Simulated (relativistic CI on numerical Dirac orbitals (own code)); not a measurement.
Hyperfine structure of Pm¹¹⁺, mass number 147

Calculated at this level of theory: Dirac-Coulomb-Breit CI, separate exchange-only KLI orbitals for each configuration, a model potential for QED, unscaled Slater integrals (own radial code, finite nucleus).

Configuration list (outside the closed core [Kr] 4d10): 4f2.5s2, 4f.5s2.5p, 4f2.5s.5p, 4f4, 4f3.5s, 4f.5s.5p2, 4f3.5p, 4f2.5s.5d, 5s2.5p.5d, 4f.5s2.5d, 5s2.5p.6s, 5s2.5p2, 5s.5p3, 5s.5p2.5d, 4f2.5p2, 4f.5p3, 4f.5p2.5d, 5s2.5d2, 5s.5p.5d2, 5s.5d3, 4f.5s.5p.5d, 4f.5p.5d2. Double excitations out of closed p, d and f shells are left out; levels of such configurations are missing from the list, as are those of other unlisted configurations, and high levels can miss mixing partners.

Nuclear spin I = 7/2, μ = 2.58 μN, Q = 0.74 b (tables of Stone and Pyykkö). The electronic factors are computed for point nuclear moments, without core polarisation or the Bohr-Weisskopf and QED corrections.

```tsv
Level	E (cm⁻¹)	A (MHz)	B (MHz)
4f2.5s2 3H_4	0.0	782.8	810
4f2.5s2 3H_5	3641.1	577.5	840
4f2.5s2 3H_6	7389.2	458.9	931
4f2.5s2 3F_2	9023.8	737.1	-233
4f2.5s2 3F_3	11383.9	515.8	-243
4f2.5s2 1D_2	31202.1	554.7	-548
4f2.5s2 1I_6	37525.4	573.6	1860
4f2.5s2 3P_1	39465.3	19.33	282
```

Levels with J = 0, under 50 % of one LS term, or S terms without an open s electron are left out. Small factors come from cancelling terms and can be off by tens of per cent or more.

At this charge transitions that keep the count of f electrons are usually good to a few per cent. Terms inside the open d or f shell come out 10 to 20 % too wide with unscaled integrals. Levels and lines within the n = 5 or 6 shells can be off by up to 10 % or somewhat more, and those that change n by about 2 %, since core polarisation is missing. Levels that differ in their count of f electrons can be misplaced by several ten thousand cm⁻¹, since the correlation energy of f electrons is missing or only estimated; rates across such gaps can be off by orders of magnitude.

Task: Give the hyperfine levels of 4f2.5s2 3H_4 relative to its centre of gravity.

Result: With K = F(F + 1) − I(I + 1) − J(J + 1), E = AK/2 + B[¾K(K + 1) − I(I + 1)J(J + 1)]/[2I(2I − 1)J(2J − 1)]: F = 1/2: -13300, F = 3/2: -12230, F = 5/2: -10420, F = 7/2: -7849, F = 9/2: -4466, F = 11/2: -217, F = 13/2: 4965, F = 15/2: 11160 MHz.

LS names give the leading component of a level, which can be under half, so a name can repeat, a term be missing and a line seem to break the LS rules.
